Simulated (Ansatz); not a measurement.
CH8S2Si2, SMILES `CS[SiH2][SiH2]S`, charge 0, multiplicity 1.

Q: Give a relaxed structure at PBE0-D4/def2-TZVP (Ansatz). (Estimate.)

A: Computed: 
Cartesian coordinates in Å:
```
C -1.962 -0.537 0.220
S -1.465 1.175 -0.125
Si 0.470 1.175 0.783
Si 1.774 -0.467 -0.271
S 1.220 -0.429 -2.337
H -1.309 -1.248 -0.287
H -1.967 -0.734 1.292
H -2.974 -0.653 -0.165
H 0.365 0.928 2.249
H 1.014 2.535 0.542
H 1.528 -1.805 0.336
H 3.230 -0.189 -0.155
H 0.076 0.247 -2.082
```
This is one stationary point; other conformers may exist.
